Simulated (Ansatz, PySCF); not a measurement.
Si(Me)2 (C2H6Si), SMILES C[Si]C (connectivity only; charge and spin as stated), neutral, multiplicity 1. Atoms are numbered in the order given.

```xyz
9

Si    -0.4358     0.2055     0.6667
C      0.5262     1.3331    -0.5290
H      0.4855     2.3919    -0.2648
H      0.2480     1.2067    -1.5811
H      1.5803     1.0204    -0.4479
C     -0.5121    -1.3375    -0.4468
H      0.3961    -1.5066    -1.0359
H     -1.3190    -1.1403    -1.1718
H     -0.7777    -2.2528     0.0862
```
Charge 0, spin multiplicity 1.

Coordinates come from a TPSSh-D3(BJ)/def2-TZVP optimisation. The isomer is the one that the SMILES or the coordinates give; other isomers of the formula were not compared.

Two levels are set side by side: PBE-D3(BJ)/def2-TZVP (Ansatz, a program for electronic structure) and TPSSh-D3(BJ)/def2-TZVP (PySCF). Each level has its own optimised geometry; the coordinates shown are those of the second. Frequencies come from the Hessian of PySCF at each geometry. Differences are taken from unrounded values.

| quantity | TPSSh-D3(BJ) |
|---|---|
| mean bond length (Å) | 1.299 |
| bond Si1–C2 (Å) | 1.904 |
| bond Si1–C6 (Å) | 1.904 |
| bond C2–H3 (Å) | 1.092 |
| bond C2–H4 (Å) | 1.096 |
| bond C2–H5 (Å) | 1.103 |
| bond C6–H7 (Å) | 1.096 |
| bond C6–H8 (Å) | 1.103 |
| bond C6–H9 (Å) | 1.092 |
| highest harmonic wavenumber (cm⁻¹) | 3102 |
| mean harmonic wavenumber (cm⁻¹) | 1476 |
| zero-point energy (kcal/mol) | 44.30 |

### Question
What does PBE-D3(BJ) give, and how far is it from TPSSh-D3(BJ)? (The exact figures need the calculation; the answer reports its results.)

### Answer

```csv
quantity,PBE-D3(BJ),PBE-D3(BJ) minus TPSSh-D3(BJ)
mean bond length (Å),1.305,0.006
bond Si1–C2 (Å),1.909,0.005
bond Si1–C6 (Å),1.909,0.005
bond C2–H3 (Å),1.098,0.006
bond C2–H4 (Å),1.102,0.006
bond C2–H5 (Å),1.109,0.007
bond C6–H7 (Å),1.102,0.006
bond C6–H8 (Å),1.109,0.007
bond C6–H9 (Å),1.098,0.006
highest harmonic wavenumber (cm⁻¹),3056,-46
mean harmonic wavenumber (cm⁻¹),1438,-38
zero-point energy (kcal/mol),43.18,-1.13
```

GGA bonds tend to be longer and softer than those of functionals with exact exchange. Differences between two approximate levels are no errors against the true value.
